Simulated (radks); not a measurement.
Values are calculated unless marked as measured or tabulated.
Q: V2+, configuration [Ar] 3d3 (the NIST ground configuration). Level of theory: non-relativistic Kohn-Sham, LDA (Slater exchange, Perdew-Wang correlation), spin-unpolarised, spherical densities, point nucleus; hard spherical wall at 2.5 bohr (a radial shooting solver on a logarithmic mesh with Libxc functionals). Some entries of the table are withheld. Estimate them.

orbital,occ.,eigenvalue (hartree),<1/r> (bohr^-1),<r^2> (bohr^2)
1s,2,-195.4319,22.48,0.006053
2s,2,-22.01057,4.721,0.1150
2p,6,-18.62982,4.671,0.09361
3s,2,-2.84854,1.461,1.046
3p,6,-1.92584,1.356,1.148
3d,3,(1),1.144,1.319
4s,0,(2),0.9830,2.570
4p,0,(3),1.010,2.521
4d,0,2.03697,1.025,(4)

A: 
(1) 3d eigenvalue (hartree): -0.42718
(2) 4s eigenvalue (hartree): 0.81953
(3) 4p eigenvalue (hartree): 1.29231
(4) 4d <r^2> (bohr^2): 2.299
